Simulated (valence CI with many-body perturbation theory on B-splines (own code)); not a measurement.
Results of a calculation; reference values are marked as such.
## Sensitivity of CI+MBPT for Hf⁶⁵⁺

Method: relativistic CI+MBPT: five valence electrons over a frozen Dirac-Fock core [He], a basis of 6 s, 6 p, 5 d, 3 f, 1 g functions for each j, with the one-electron correlation potential Σ1, the two-electron term Σ2, the three-electron term Σ3, Breit, model QED; selected CI, second order for the rest, scaled by the run's own slope (own B-spline code, finite nucleus).

The last digits are not significant, and no measured levels were compared; by estimate large intervals hold to a few tenths of a per cent, small ones and those within an open d or f shell to about a per cent. Among the levels kept, up to 1800 cm⁻¹ of a level comes from second order outside the variational space, and about a tenth of that is noise between levels of different J, which matters for small intervals.

The reference run has the lowest level (2s^2 2p1/2^2 2p3/2) J=3/2 and an ionisation energy of 15679.3 eV. Its largest variational space holds 10000 state functions.

Levels are named by their leading jj configuration (3d3/2^4 stands for four electrons in 3d with j = 3/2), which in mixed levels can hold well under half, so a name can repeat and another be missing. Letters in brackets count levels of one name in rising energy.

Changed runs:
A. orbitals per symmetry with explicit Σ2 and valence Breit (the others get mean screening factors) 5 → 2
B. scale of Σ1 1 → 0; scale of Σ2 1 → 0; three-electron term on → off; Breit term on → off
C. correlating orbitals by l 3 3 3 2 1 → 4 4 3 0 0
D. scale of Σ1 1 → -1 (bad on purpose)

Excitation energies of the reference run in Ry, and shifts in cm⁻¹:

```
                       Level  Reference      A        B      C      D
  (2s^2 2p1/2 2p3/2^2) J=3/2      89.74   -976  +131488   -445  -3286
  (2s^2 2p1/2 2p3/2^2) J=5/2      91.44  -1053  +206045   +663  -3288
  (2s^2 2p1/2 2p3/2^2) J=1/2      95.13   +119  +111390   +526  -3306
  (2s 2p1/2^2 2p3/2^2) J=5/2     114.13   -209   +58616   -526  +2187
  (2s 2p1/2^2 2p3/2^2) J=1/2     121.64  +1343   -16719   +208  +2159
  (2s 2p1/2^2 2p3/2^2) J=3/2     121.74   +433   +34489   +890  +2178
        (2s^2 2p3/2^3) J=3/2     185.06   -885  +266141   +137  -6541
(2s 2p1/2 2p3/2^3) J=3/2 [a]     205.83   -332  +147371   -627  -1102
    (2s 2p1/2 2p3/2^3) J=5/2     208.82   -644  +224100   +381  -1096
    (2s 2p1/2 2p3/2^3) J=1/2     213.38    -94  +147133   +601  -1107
(2s 2p1/2 2p3/2^3) J=3/2 [b]     214.01   -212  +189766  +1227  -1102
     (2p1/2^2 2p3/2^3) J=3/2     240.91  +1506   +47345   -306  +4281
      Ionisation energy (eV)    15679.3  -0.21    +12.7  -0.31   -0.6
```
